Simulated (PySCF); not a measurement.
Radial density of Br²⁺ (bromine, charge +2)

MN15, [Ar] 3d10 4s2 4p3, high-spin 4S determinant. All numbers are calculated (PySCF 2.14, no relativity, point nucleus, in 6-31G*).

```csv
r (bohr),4πr²ρ (e/bohr),4πr²(ρα − ρβ)
0.000799,0.2201,0.0000
0.00134,0.6081,0.0000
0.00226,1.624,0.0000
0.00380,4.105,0.0000
0.00639,9.716,0.0001
0.0108,20.26,0.0006
0.0181,34.62,0.0036
0.0304,42.81,0.0186
0.0512,37.04,0.0713
0.0861,39.67,0.1549
0.145,50.88,0.0786
0.243,30.60,0.0035
0.410,34.14,0.3800
0.689,21.47,0.0095
1.16,5.342,1.3048
1.95,2.814,1.7379
3.28,0.2564,0.2002
5.51,0.001390,0.0013
```
